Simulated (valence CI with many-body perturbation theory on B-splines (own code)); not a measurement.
**E1 transitions of Sc XV**

Method: configuration interaction combined with many-body perturbation theory (CI+MBPT): five valence electrons over a frozen Dirac-Fock core [He], radial functions for each j: 11 s, 11 p, 10 d, 8 f, 5 g, 2 h, with the one-electron correlation potential Σ1, the two-electron term Σ2, the three-electron term Σ3, Breit, model QED; selected CI, second order for the rest, scaled by the run's own slope (own B-spline code, finite nucleus).

No measured levels were compared; by estimate levels of excited configurations hold to 0.05 to 0.15 % of their energy, terms of the ground configuration to about 0.5 %. Among the levels kept, up to 5500 cm⁻¹ of a level comes from second order outside the variational space, and about a tenth of that is noise between levels of different J, which matters for small intervals.

Lines 151 to 200 of 568 in falling wavelength, among levels below 668.68 eV, chosen from the strongest by gf and those to the six lowest levels. Wavelengths and rates use the calculated energies, so an error of 500 cm⁻¹ moves a line at 495.0 Å by 0.25 % and its rate by three times that or more. Electric multipoles are in the length gauge, E1 and E2 with the static RPA response of the core. Weak lines are less certain than strong ones. Lines between different terms over intervals too small for the method are left out, as are lines whose strength nearly cancels. Where a level lies close to another of its J and parity, the split of strength between their lines is uncertain. The highest levels of a list are the least certain.

Names give the largest LS component (configuration and term), which can be under half, so a name can repeat, a term be missing and a line seem to break the LS rules; names also repeat where a configuration has a term twice. Letters in brackets count levels of one name in rising energy.

```tsv
λ vac (Å)	Upper	Lower	A (s⁻¹)	log gf	Branch %
495.0	2s2p³3d ⁴D°_7/2 [c]	2s2p³3p ⁴D_7/2 [b]	7.98e+08	-0.63	0.0
494.0	2s2p³3d ⁴D°_5/2 [a]	2s2p³3p ⁴P_3/2 [a]	1.97e+09	-0.36	0.1
493.3	2s2p³3d ⁴D°_7/2 [a]	2s²2p²3d ²D_5/2 [c]	4.36e+08	-0.89	0.0
493.0	2s2p³3d ⁴D°_3/2 [a]	2s2p³3p ⁴P_3/2 [a]	1.50e+09	-0.66	0.1
490.5	2s2p³3d ⁴D°_5/2 [a]	2s2p³3p ⁴P_5/2 [a]	7.09e+08	-0.81	0.0
487.6	2s2p³3d ⁴D°_7/2 [a]	2s2p³3p ⁴P_5/2 [a]	2.44e+09	-0.16	0.1
487.1	2s²2p²3d ²D_5/2 [c]	2s²2p²3p ²D°_3/2 [b]	5.11e+08	-0.96	0.0
484.4	2s2p³3d ²D°_5/2 [b]	2s2p³3p ²D_3/2 [b]	7.96e+08	-0.77	0.0
483.7	2s2p³3p ²P_1/2 [e]	2s2p³3s ²P°_1/2 [b]	2.79e+09	-0.71	0.6
483.5	2s2p³3d ⁴D°_5/2 [c]	2s2p³3p ⁴D_5/2 [b]	5.48e+08	-0.94	0.0
479.8	2s2p³3d ²D°_5/2 [b]	2s2p³3p ²P_3/2 [b]	1.15e+09	-0.62	0.0
479.2	2s2p³3d ⁴D°_7/2 [b]	2s2p³3p ⁴D_7/2 [a]	8.73e+08	-0.62	0.0
474.7	2s²2p²3p ²P°_1/2 [b]	2s²2p²3s ²D_3/2	2.16e+09	-0.84	3.5
470.8	2s²2p²3d ²D_3/2 [a]	2s²2p²3p ²P°_1/2 [a]	1.31e+09	-0.76	0.0
470.0	2s²2p²3d ²P_3/2 [a]	2s²2p²3p ⁴D°_1/2 [b]	8.54e+08	-0.95	0.1
468.8	2s2p³3d ⁴D°_5/2 [b]	2s2p³3p ⁴D_5/2 [a]	6.42e+08	-0.90	0.0
465.3	2s²2p²3d ²F_7/2 [b]	2s²2p²3p ²F°_7/2	6.92e+08	-0.75	0.0
464.0	2s²2p²3d ⁴P_5/2	2s²2p²3p ⁴P°_5/2	1.36e+09	-0.58	0.0
462.1	2s2p³3p ⁴P_3/2 [b]	2s2p³3s ⁴D°_5/2	2.13e+09	-0.56	1.8
461.8	2s2p³3p ⁴P_3/2 [b]	2s2p³3s ⁴D°_3/2	1.21e+09	-0.81	1.0
457.5	2s2p³3p ²P_1/2 [d]	2s2p³3s ²S°_1/2	1.58e+09	-1.00	0.4
457.0	2s2p³3p ²P_3/2 [d]	2s2p³3s ²S°_1/2	1.87e+09	-0.63	0.3
455.9	2s2p³3p ⁴P_5/2 [b]	2s2p³3s ⁴D°_7/2	3.10e+09	-0.24	1.7
454.6	2s²2p²3d ²D_5/2 [a]	2s²2p²3p ²P°_3/2 [a]	2.16e+09	-0.40	0.0
452.6	2s2p³3p ⁴P_1/2 [b]	2s2p³3s ⁴D°_1/2	2.22e+09	-0.87	4.9
450.7	2s2p³3p ⁴P_1/2 [b]	2s2p³3s ⁴D°_3/2	2.09e+09	-0.90	4.6
447.3	2s2p³3p ⁴P_5/2 [b]	2s2p³3s ⁴D°_5/2	7.98e+08	-0.84	0.4
436.6	2s2p³3d ²P°_3/2 [a]	2s2p³3p ²P_3/2 [a]	1.20e+09	-0.86	0.0
434.8	2s2p³3p ²P_1/2 [d]	2s2p³3s ²D°_3/2 [b]	2.65e+09	-0.82	0.6
434.2	2s2p³3d ²P°_1/2 [a]	2s2p³3p ²P_1/2 [a]	1.83e+09	-0.98	0.1
431.8	2s2p³3p ²P_3/2 [d]	2s2p³3s ²D°_5/2 [b]	1.31e+09	-0.84	0.2
429.4	2s²2p²3p ²P°_3/2 [b]	2s²2p²3s ²D_3/2	2.24e+09	-0.61	2.5
427.4	2s2p³3d ²D°_5/2 [a]	2s2p³3p ²P_3/2 [a]	9.36e+08	-0.81	0.0
425.3	2s²2p²3d ²D_5/2 [c]	2s²2p²3p ²F°_5/2	7.38e+08	-0.92	0.0
424.6	2s²2p²3p ²P°_3/2 [b]	2s²2p²3s ²D_5/2	1.77e+09	-0.72	2.0
409.9	2s2p³3d ²F°_7/2 [a]	2s2p³3p ²F_7/2 [a]	1.42e+09	-0.54	0.0
407.4	2s2p³3d ²F°_5/2 [a]	2s2p³3p ²F_5/2 [a]	9.79e+08	-0.84	0.0
402.9	2s2p³3d ²D°_3/2 [a]	2s2p³3p ²P_1/2 [a]	1.53e+09	-0.83	0.0
398.6	2s2p³3d ²P°_3/2 [b]	2s2p³3p ²P_3/2 [b]	1.43e+09	-0.87	0.0
389.4	2s²2p²3p ²D°_5/2 [b]	2s²2p²3s ²P_3/2	1.97e+09	-0.57	8.2
384.3	2s2p³3p ²P_3/2 [f]	2s2p³3s ²S°_1/2	1.38e+09	-0.91	0.2
363.5	2s²2p²3p ²D°_3/2 [b]	2s²2p²3s ²P_1/2	1.94e+09	-0.81	5.4
341.5	2s2p³3p ⁴P_5/2 [a]	2s²2p²3p ⁴S°_3/2	1.26e+09	-0.88	0.0
339.8	2s2p³3p ⁴P_3/2 [a]	2s²2p²3p ⁴S°_3/2	1.47e+09	-0.99	0.1
339.8	2s²2p²3p ²P°_3/2 [b]	2s²2p²3s ²P_3/2	1.42e+09	-1.01	1.6
264.0	2s2p³3p ⁴P_5/2 [b]	2s2p³3s ⁴S°_3/2 [a]	2.08e+09	-0.89	1.1
255.3	2s2p³3p ²D_5/2 [c]	2s2p³3s ²D°_5/2 [a]	2.70e+09	-0.80	1.1
254.8	2s2p³3p ²D_3/2 [c]	2s2p³3s ²D°_3/2 [a]	2.81e+09	-0.96	0.8
244.9	2s2p³3p ²F_7/2 [a]	2s²2p²3p ²D°_5/2 [b]	2.79e+09	-0.70	0.2
241.9	2s2p³3p ²F_5/2 [a]	2s²2p²3p ²D°_3/2 [b]	2.39e+09	-0.90	0.2
```
